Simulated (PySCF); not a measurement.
Gallium tribromide, GaBr3.
Numbering: `[Br:1][Ga:2]([Br:3])[Br:4]`

Geometry (PBE0-D3(BJ)/def2-SVP, Å), atoms numbered from 1 in this order:
```
atom  x, y, z in Å
Br1   -0.381    2.242    0.008
Ga2   -0.002    0.010   -0.012
Br3    2.119   -0.775    0.036
Br4   -1.716   -1.468   -0.078
```

Level of theory: MP2 and CCSD/aug-cc-pVDZ in PySCF, restricted Hartree–Fock reference, frozen core, non-relativistic, gas phase, PBE0-D3(BJ)/def2-SVP geometry.

E(HF) = -9640.57215 Eh.

Question: How large is the problem?

Answer: 144 basis functions and 136 electrons; 36 orbitals frozen, which leaves o = 32 correlated occupied and v = 76 virtual orbitals. That is o·v = 2432 singles and o·v(o·v + 1)/2 = 2958528 distinct closed-shell doubles amplitudes before symmetry; the costliest CCSD step grows as o²v⁴ = 3.4 × 10^10.

Question: What are the MP2 and CCSD correlation energies?

Answer: MP2 -0.4892 Eh and CCSD -0.5158 Eh, which gives totals of -9641.06137 and -9641.08799 Eh. That is 0.219 eV for each correlated electron at CCSD (1354 kJ/mol in all, 0.005 % of the total energy); MP2 gives 94.8 % of the CCSD value.

Question: What is the T1 diagnostic?

Answer: 0.0077, below the customary warning level of 0.02. It is the norm of the spatial-orbital singles amplitudes over the root of the number of correlated electrons, so the norm is 0.062.

Connected triples and the basis-set limit are missing.
